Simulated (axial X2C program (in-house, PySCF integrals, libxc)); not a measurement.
Low determinants of ScH at the PBE0 level, two-component

Calculated with an in-house all-electron X2C program for linear molecules (integrals from PySCF). Two-component (2c) means X2C with spin–orbit coupling and atomic mean-field two-electron Coulomb and Gaunt terms. Basis: Sc dyall-cv3z [10s11p7d5f2g], H dyall-v3z [6s2p1d] (cores contracted in-house); Gaussian nuclei, density fitting, unrestricted open shells. Masses: Sc 44.956 u, H 1.008 u.

Search at 1.849 Å (vertical energies from the lowest determinant):

```csv
ΔE (eV),state,electrons beyond evenly filled partner blocks,"electrons in ±ω = 1/2, 3/2, 5/2, 7/2"
0.00,Ω = 1,"ω = -1/2, ω = 3/2",17 5 0 0
0.02,Ω = 3,"ω = 1/2, ω = 5/2",17 4 1 0
0.09,Ω = 0,none,18 4 0 0
0.16,Ω = 2,"ω = 1/2, ω = 3/2",17 5 0 0
0.35,Ω = 2,"ω = -1/2, ω = 5/2",17 4 1 0
0.39,Ω = 1,2 × ω = 1/2,18 4 0 0
1.72,Ω = 1,"ω = -3/2, ω = 5/2",16 5 1 0
```

Lowest determinant, Ω = 1 (⟨Sz⟩ = -1.00, ⟨Lz⟩ = 2.00 at PBE0): Re = 1.849 Å, ωe = 1480.4 cm⁻¹.

The determinant in row 2 of the search, Ω = 3 (⟨Sz⟩ = 1.00, ⟨Lz⟩ = 2.00 at PBE0), was followed along the bond at PBE0; measured from the minimum of the lowest determinant it gives:

Te = 0.015 eV (124 cm⁻¹), Re = 1.849 Å, ωe = 1480.9 cm⁻¹.

Problem. Compare the bond of the determinant in row 2 with that of the lowest one.

Solution. At PBE0 its Re is the same within 0.001 Å and its force constant, which goes as ωe², is 1.00 times that of the lowest determinant. T0 ≈ Te + Δωe/2 = 124 + (0) = 124 cm⁻¹.

The search compares states at one distance, so a state with another bond length can lie lower; it is not exhaustive and yields mostly the lowest determinant of each block pattern, so other components and higher states of one pattern are missing. These are energies of single determinants, not of spin-adapted states; PBE0 term energies can be off by some tenths of an eV, and the functional has no current term. Open-shell Ω = 0 determinants with evenly filled partner blocks cannot be reached by this program, so the Ω shown need not be the lowest component. The lowest determinant need not be the ground state where others lie within half an eV.
